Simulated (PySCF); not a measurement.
C7H5FO.
Z-matrix (Å and degrees, PBE0-D3(BJ)/def2-SVP geometry), rows numbered from 1:
```
O 
C   1  1.1862
F   2  1.3428  1  120.39
C   2  1.4771  1  127.22  3   179.99
C   4  1.3994  2  121.97  1   179.89
C   5  1.3917  4  119.67  2  -179.82
C   6  1.3948  5  120.05  4     0.01
C   7  1.3961  6  120.33  5    -0.05
C   8  1.3897  7  119.87  6     0.04
H   5  1.0908  4  119.56  2     0.17
H   6  1.0922  5  119.86  4   179.99
H   7  1.0927  6  119.83  5   179.94
H   8  1.0922  7  120.12  6  -179.99
H   9  1.0919  4  118.68  2    -0.11
```

The closed-shell ground state was solved at several levels (PySCF, density fitting, gas phase, non-relativistic).

| level | basis functions | HOMO (eV) | LUMO (eV) | gap (eV) | dipole (D) |
| --- | --- | --- | --- | --- | --- |
| PBE/pcSseg-1 | 178 | -6.98 | -2.78 | 4.20 | 3.67 |
| B3LYP/def2-SVPD | 226 | -7.78 | -2.21 | 5.57 | 4.00 |
| PBE0/pcSseg-1 | 178 | -8.00 | -1.95 | 6.05 | 3.87 |

(1) What might B3LYP/pcJ-1 (293 basis functions) give for the same quantities?

(2) Over all these levels, which gives the widest orbital gap and which the narrowest?

(3) How far do the dipole and the HOMO energy spread over the levels?

## Answers

(1) HOMO -7.75 eV, LUMO -2.11 eV, gap 5.64 eV, dipole 3.90 D.

(2) PBE0/pcSseg-1 (global hybrid, 25 % exact exchange) has the widest, 6.05 eV, and PBE/pcSseg-1 (GGA) the narrowest, 4.20 eV. The two share the basis. From the narrowest to the widest the HOMO moves by -1.02 eV and the LUMO by +0.83 eV.

(3) The dipole runs from 3.67 to 4.00 D (mean 3.86 D) and the HOMO from -8.00 to -6.98 eV.

One conformer stands for the species.
